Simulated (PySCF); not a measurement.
## Distorted geometries of [Ce(H2O)]3+

[Ce(H2O)]3+ (singlet in the valence; each metal's 4f electrons, 1 of them, lie in its core potential, out of spins and levels). PySCF 2.14.0, RKS TPSS, Ce lcecp-1-SVP with ECP47, O def2-SVP, H def2-SVP; non-relativistic Hamiltonian with scalar-relativistic core potentials where named; density fitting; no spin-orbit coupling. Relaxed geometry:

```xyz
4

Ce    0.0000    0.0000   -0.1476
O     0.0000    0.0000    2.1711
H     0.7859    0.0000    2.8033
H    -0.7859    0.0000    2.8033
```

Task: Order these distorted geometries by energy above the relaxed one, lowest first.
A.
```xyz
4

Ce   -0.0931   -0.0394   -0.1416
O     0.1065    0.0430    2.1572
H     0.7279   -0.0388    2.8421
H    -0.7413    0.0352    2.7725
```
B.
```xyz
4

Ce    0.0659   -0.0316   -0.0685
O     0.0102    0.0251    2.0750
H     0.6959   -0.0037    2.7587
H    -0.7720    0.0102    2.8649
```
C.
```xyz
4

Ce   -0.0600   -0.0182   -0.1362
O     0.0150   -0.0273    2.1667
H     0.7644    0.0394    2.8186
H    -0.7194    0.0062    2.7811
```

Result: C (0.08 eV), A (0.27 eV), B (0.46 eV).

Task: Which forces (eV/Å) act in the one that lies 0.46 eV up?

Result: 
```
Ce   0.03 -0.02 -2.41
O   -3.17 -0.10  3.64
H    2.18  0.01  0.92
H    0.95  0.11 -2.14
```
Forces carry noise of the integration grid, about 0.01 to 0.03 eV/Å.

No frequency check is given that shows the relaxed geometry to be a minimum. An lcecp potential fixes the number of 4f electrons, so in runs with it no electron can move into or out of that shell.
